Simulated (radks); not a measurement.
Results of a calculation; reference values are marked as such.
Q: The mean radii <r> (bohr) of the occupied orbitals of an atom or ion are listed with their occupations. Level of theory: Dirac Kohn-Sham, BLYP, spin-unpolarised, spherical densities, finite nucleus; Fermi nuclear charge, rms radius of each element as measured or else 0.836 A^(1/3) + 0.57 fm (a radial shooting solver on a logarithmic mesh with Libxc functionals).

| orbital | occ. | <r> |
|---|---|---|
| 1s1/2 | 2 | 0.01715 |
| 2s1/2 | 2 | 0.07153 |
| 2p1/2 | 2 | 0.05890 |
| 2p3/2 | 4 | 0.06728 |
| 3s1/2 | 2 | 0.1828 |
| 3p1/2 | 2 | 0.1727 |
| 3p3/2 | 4 | 0.1869 |
| 3d3/2 | 4 | 0.1622 |
| 3d5/2 | 6 | 0.1665 |

Name the element and its charge. Open shells, if any, fill j = l - 1/2 first.

A: Z = 78, platinum, charge +50: Pt50+ in [Ar] 3d10. The 1s radius gives Z: for a bare nucleus <r> = (2 gamma + 1)/(2Z) with gamma = sqrt(1 - (Z/c)^2), 0.01695 bohr for Z = 78, and screening makes it slightly larger (0.01715 here). The occupations add up to 28, and the charge is Z minus that.
